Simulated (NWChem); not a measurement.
# Lowest excitation of FZn (+1)

```
Zn
F 1 1.7329
```
Charge +1, spin multiplicity 1.

Program: NWChem. The geometry was optimised at PBE/def2-SVP, a minimum by its harmonic frequencies.

Basis set: def2-SVPD. CR-EOMCCSD(T) is the triples correction to the same EOM-CCSD root.

```json
[
 {"method": "TD-LDA (SVWN5)", "lowest vertical singlet excitation energy (eV)": "2.60", "difference from EOM-CCSD": "-1.75"},
 {"method": "TD-PBE", "lowest vertical singlet excitation energy (eV)": "2.55", "difference from EOM-CCSD": "-1.80"},
 {"method": "CIS", "lowest vertical singlet excitation energy (eV)": "6.19", "difference from EOM-CCSD": "+1.84"},
 {"method": "TD-B3LYP", "lowest vertical singlet excitation energy (eV)": "2.98", "difference from EOM-CCSD": "-1.37"},
 {"method": "EOM-CCSD", "lowest vertical singlet excitation energy (eV)": "4.35", "difference from EOM-CCSD": "0.00"},
 {"method": "CR-EOMCCSD(T)", "lowest vertical singlet excitation energy (eV)": "4.41", "difference from EOM-CCSD": "+0.06"}
]
```

The values span 3.65 eV, from TD-PBE (lowest) to CIS (highest). 

The correlated methods keep 10 core orbitals frozen. B3LYP has NWChem's definition, with VWN1-RPA local correlation. The spin multiplicity of the parent species was assumed, not shown to be that of its ground state. The structure started from a generated list of species. No row is a measurement; the coupled-cluster row has its own basis-set and correlation limits.
